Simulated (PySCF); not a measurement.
A structure optimised at B3LYP-D3(BJ)/def2-SVP, used in a PySCF frequency run:

```xyz
6

O     -1.6475    -1.1562    -0.4880
Si    -0.2753    -0.6024     0.2069
F     -0.3308    -0.7838     1.8072
Cl     1.2759    -1.7107    -0.5074
Br     0.0219     1.5553    -0.1775
H     -2.4447    -0.6159    -0.4184
```
Charge 0, spin multiplicity 1.

Write its SMILES and formula.

O[Si](F)(Cl)Br, BrClFHOSi

What are its rotational constants (standard atomic weights)?

2.7303, 1.2333, 1.0868 GHz
